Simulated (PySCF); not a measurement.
Computed IR spectrum (relative IR intensity) of a molecule C₃H₁₁NSi₂. Geometry: B3LYP-D3(BJ)/def2-SVP. The values are those of a single conformer. Computed with B3LYP-D3(BJ)/def2-SVP in PySCF. Frequencies are harmonic and unscaled.

Lines under 2 % of the strongest are left out, and lines within 2 cm⁻¹ are merged.

ν (cm⁻¹): 502 (w), 669 (w), 682 (w), 707 (w), 725 (w), 740 (w), 812 (w), 848 (m), 922 (vs), 930 (w), 947 (vw), 953 (w), 959 (s), 972 (w), 984 (w), 997 (w), 1159 (w), 1193 (m), 1269 (vw), 1323 (w), 1353 (m), 1426 (vw), 1445 (w), 1697 (s), 2209 (s), 2223 (m), 2231 (s), 2245 (m), 3018 (w), 3136 (w), 3252 (vw) (against the strongest line: vs over 80 %, s over 45 %, m over 15 %, w over 4 %, vw less)

Problem. Pick the molecule that these values belong to.
A) C=C([SiH3])[Si@@H](C)N
B) [SiH3][C@@H]1CCN1[SiH3]
C) C=CN([SiH3])C[SiH3]
D) C[C@H]1[SiH2][SiH2]N1C

Solution. C, C=CN([SiH3])C[SiH3]
